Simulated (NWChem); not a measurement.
# C3H7NSi; SMILES C[C@H]([SiH3])C#N

Program: NWChem. Geometry: optimised at B3LYP/6-31G* (spherical d). Total energies of different functionals are on different scales.

```json
[
 {"level": "PBE/def2-TZVP", "energy (Ha)": "-462.4469", "highest occupied level (eV)": "-7.43", "orbital gap (eV)": "6.54", "dipole (D)": "3.99"},
 {"level": "B3LYP/def2-TZVP", "energy (Ha)": "-462.8575", "highest occupied level (eV)": "-8.46", "orbital gap (eV)": "8.19", "dipole (D)": "4.07"},
 {"level": "Hartree-Fock/def2-TZVP", "energy (Ha)": "-461.1265", "highest occupied level (eV)": "-11.61", "orbital gap (eV)": "14.39", "dipole (D)": "4.33"},
 {"level": "LDA (Slater exchange, VWN5)/def2-TZVP", "energy (Ha)": "-460.1070", "highest occupied level (eV)": "-7.59", "orbital gap (eV)": "6.46", "dipole (D)": "4.09"},
 {"level": "BLYP/def2-TZVP", "energy (Ha)": "-462.7518", "highest occupied level (eV)": "-7.30", "orbital gap (eV)": "6.52", "dipole (D)": "3.99"}
]
```
